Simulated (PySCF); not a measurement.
A GIAO shielding run with PySCF 2.14.0 with density-fitted response routines (density fitting, non-relativistic, gas phase) on `C[C@H]([SiH3])CS(=O)(=O)Cl`, C$_{3}$H$_{9}$ClO$_{2}$SSi:

```
$ OMP_NUM_THREADS=1 python probes_run.py task.json out

{"job": {"kind": "nmr", "xc": "PBE0", "basis": "pcSseg-1"}, "charge": 0, "multiplicity": 1}
C     -1.349372     0.583975    -1.456461
C     -0.315705    -0.151497    -0.601438
Si    -1.093210    -1.034046     0.919432
C      0.764935     0.812594    -0.166384
S      1.855471    -0.146693     0.884855
O      1.318513    -0.252685     2.204085
O      2.295458    -1.332055     0.227600
Cl     3.479898     1.073128     1.040515
H     -1.862880     1.343412    -0.871185
H     -2.090854    -0.116258    -1.829871
H     -0.875996     1.069633    -2.309022
H      0.164950    -0.911072    -1.224720
H     -0.306555    -2.176204     1.356104
H     -2.374527    -1.541529     0.406976
H     -1.378316    -0.031151     1.943247
H      1.367568     1.198274    -0.986711
H      0.393625     1.624203     0.453069
```

Hardware: 1 thread of an Arm Neoverse V1, shared host. The job also computes population analyses, field gradients.

Q: How large is the calculation?

A: 90 electrons, 202 basis functions and 1120 auxiliary functions.

Q: How long does it take, and how much memory does it need?

A: 45 s of wall time, with 14 SCF cycles and 5 response iterations; peak memory 0.92 GiB. Times on a shared host scatter by some tens of per cent.
